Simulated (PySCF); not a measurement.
**Broadened absorption spectrum of C3H9NO2Si**

C₃H₉NO₂Si.
Cartesian coordinates in Å at the GFN2-xTB level; atoms count from 1:
```xyz
16
C3H9NO2Si angstrom
C     -1.2125   -1.9637    0.6139
N     -0.2856   -1.2163    0.9842
Si     0.2298    0.3759    0.5100
O      1.6362    0.2852   -0.2729
C      2.7726   -0.3768    0.1859
O     -0.6361    1.1584   -0.6130
C     -1.9323    1.6442   -0.4661
H     -1.3165   -2.9491    1.0650
H     -1.9586   -1.7093   -0.1477
H      0.2981    1.0638    1.7970
H      3.5003   -0.3971   -0.6258
H      3.2018    0.1487    1.0421
H      2.5370   -1.3982    0.4897
H     -1.9092    2.6719   -0.0941
H     -2.4165    1.6320   -1.4442
H     -2.5160    1.0394    0.2321
```

Computed, not measured: PySCF 2.14.0, density-fitted response routines, TDDFT wB97X-D/def2-SVPD, vertical, gas phase, core orbitals frozen in the response.

Computed states:

```json
{"state": "S1", "E (eV)": "4.00", "f": "0.0005"}
{"state": "S2", "E (eV)": "6.80", "f": "0.0071"}
{"state": "S3", "E (eV)": "6.88", "f": "0.0003"}
{"state": "S4", "E (eV)": "7.10", "f": "0.031"}
{"state": "S5", "E (eV)": "7.62", "f": "0.037"}
{"state": "S6", "E (eV)": "7.73", "f": "0.091"}
{"state": "S7", "E (eV)": "7.91", "f": "0.029"}
{"state": "S8", "E (eV)": "8.00", "f": "0.015"}
```

Each state is given a Gaussian of 0.5 eV full width at half maximum, with ε(max) = 2.175×10⁸ f / Δν̃ (Δν̃ the width in cm⁻¹). The width is an assumption, not a result. The curve ends short of the highest state used, and states not computed would add to its high-energy end.

Problem. Give the broadened spectrum and its maxima.

Solution. 
(E (eV), ε (L mol⁻¹ cm⁻¹)): (3.25, 0), (3.33, 0), (3.40, 1), (3.48, 1), (3.55, 3), (3.63, 6), (3.70, 10), (3.78, 16), (3.85, 21), (3.93, 26), (4.00, 28), (4.08, 26), (4.16, 21), (4.23, 15), (4.31, 9), (4.38, 6), (4.46, 3), (4.53, 1), (4.61, 0), (4.68, 0), (4.76, 0), (4.83, 0), (4.91, 0), (4.99, 0), (5.06, 0), (5.14, 0), (5.21, 0), (5.29, 0), (5.36, 0), (5.44, 0), (5.51, 0), (5.59, 0), (5.67, 0), (5.74, 0), (5.82, 0), (5.89, 0), (5.97, 0), (6.04, 1), (6.12, 2), (6.19, 6), (6.27, 17), (6.34, 38), (6.42, 86), (6.50, 173), (6.57, 292), (6.65, 488), (6.72, 717), (6.80, 1035), (6.87, 1338), (6.95, 1659), (7.02, 1864), (7.10, 1981), (7.18, 2027), (7.25, 2137), (7.33, 2545), (7.40, 3277)

Maxima: 310 nm (4.00 eV), ε about 28, made up of S1 (100%) (ε in L mol⁻¹ cm⁻¹; maxima over ε = 5, shares over 10%). At its high-energy end, 7.40 eV, the curve is still rising (ε about 3300, from S4, S5 and S6).

Problem. What would ε be at 4.00 eV, the highest of these maxima, with half the width (0.25 eV)?

Solution. About 55 L mol⁻¹ cm⁻¹ against 27.5, a factor of about 2.00; a lone state at its own centre would give exactly 2.

Problem. Coming from long wavelengths, where does ε first pass 100 L mol⁻¹ cm⁻¹?

Solution. At about 193 nm (6.44 eV), 2.44 eV above S1.

Problem. On this curve, what absorbance would a 10⁻⁴ mol/L sample give at 193 nm over a 1 cm path?

Solution. 193 nm is 6.424 eV, where ε is about 90 L mol⁻¹ cm⁻¹, so A = ε c l ≈ 0.009 (Beer–Lambert, with the gas-phase spectrum and the assumed width).

One conformer stands for the species.
